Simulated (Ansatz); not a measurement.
Basis-set extrapolation for `OC1(O)BC1` (PBE0-D4/def2-TZVP geometry, frozen core, Ansatz). Multiplicity 1, RHF reference.

```json
{"": "HF", "def2-TZVPP": "-253.080937", "def2-QZVPP": "-253.092488"}
{"": "MP2 correlation", "def2-TZVPP": "-0.900579", "def2-QZVPP": "-0.967374"}
{"": "CCSD(T) correlation", "def2-TZVPP": "-0.964765", "def2-QZVPP": "not run"}
```

Energies in hartree. Use E(X) = E(∞) + A·exp(−7.88·√X) for Hartree–Fock and E(X) = E(∞) + B·X^(−2.97) for correlation, with X = 3 and 4, and add CCSD(T) minus MP2 of the smaller set to the MP2 limit.

**Question.** What is the CCSD(T) energy at the basis-set limit?

**Answer.** HF limit: -253.092488 + (-0.011551) × 0.13774 = -253.09408. MP2 limit: -0.967374 + (-0.066795) × 0.74074 = -1.01685. Higher-order term: -0.964765 − (-0.900579) = -0.06419. Total: -254.17512 hartree, 339.8 kJ/mol below CCSD(T)/def2-TZVPP.
